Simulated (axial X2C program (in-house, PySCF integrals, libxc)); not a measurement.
Correcting the dissociation energy of SbSe⁺ for spin–orbit coupling

A spin-free PBE0 curve (one-electron X2C) was computed with an in-house relativistic program for diatomic molecules, basis Sb dyall-cv3z [11s12p8d4f1g], Se dyall-cv3z [8s9p6d4f1g] (cores contracted in-house), for the state M_S = 0, Λ = 0 (closed shell). It gives D0 = 4.651 eV to Sb+ + Se, which in a spin-free picture are the weighted means of the ground terms.

Measured levels of the ground terms (NIST Handbook of Basic Atomic Spectroscopic Data), in cm⁻¹: Sb+ 3P: J = 0 at 0, J = 1 at 3054.6, J = 2 at 5658.2; Se 3P: J = 2 at 0, J = 1 at 1989.5, J = 0 at 2534.4.

The molecular state has Λ = 0, so it has no first-order lowering.

Task: How far does each ground level lie under the (2J+1)-weighted mean of its term?

Result: Sb+: (1 × 0 + 3 × 3054.6 + 5 × 5658.2)/9 = 4162 cm⁻¹; Se: (5 × 0 + 3 × 1989.5 + 1 × 2534.4)/9 = 945 cm⁻¹.

Task: Correct D0.

Result: D0 = 4.651 + (0 − 5107)/8065.5 = 4.018 eV at PBE0 with these spin–orbit terms.

Second-order spin–orbit effects in the molecule, which grow quickly with Z, are left out. Occupations by symmetry block were frozen at the best pattern of an incomplete PBE0 search. Dissociation energies refer to the lowest single-determinant-based atoms at the same level and basis.
